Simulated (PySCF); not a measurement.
H₆Cl₂N₂Si₂, SMILES N[SiH2]N[SiH](Cl)Cl, PBE0/def2-SVP optimised geometry.

```
12

Si    -1.37    -2.06    -1.50
Cl    -3.09    -1.73    -2.60
Cl    -0.36    -3.58    -2.47
N     -0.44    -0.63    -1.41
Si     0.24     0.16     0.00
N     -0.19     1.82     0.00
H     -1.74    -2.53    -0.15
H     -0.25    -0.17    -2.29
H     -0.25    -0.67     1.14
H      1.74     0.16     0.00
H     -1.15     2.14     0.08
H      0.47     2.53     0.31
```

Density from PySCF with PBE0/def2-TZVP at that geometry.

Minimum of the electron density along straight lines between bonded atoms, close to the bond critical point (lines longer than 1.1 times the sum of covalent radii, or with two minima, are not listed):

```tsv
bond	length / Å	ρ at the minimum / e bohr⁻³	∇²ρ there / e bohr⁻⁵	position (fraction from the first atom)
Si1–Cl2	2.066	0.098	0.21	0.36
Si1–Cl3	2.065	0.098	0.21	0.36
Si1–N4	1.710	0.138	0.59	0.40
N4–Si5	1.752	0.123	0.49	0.60
Si5–N6	1.719	0.133	0.57	0.40
Si1–H7	1.478	0.128	0.13	0.49
N4–H8	1.019	0.324	-1.55	0.74
Si5–H9	1.496	0.121	0.14	0.49
Si5–H10	1.493	0.122	0.15	0.49
N6–H11	1.013	0.332	-1.63	0.74
N6–H12	1.013	0.332	-1.63	0.74
```
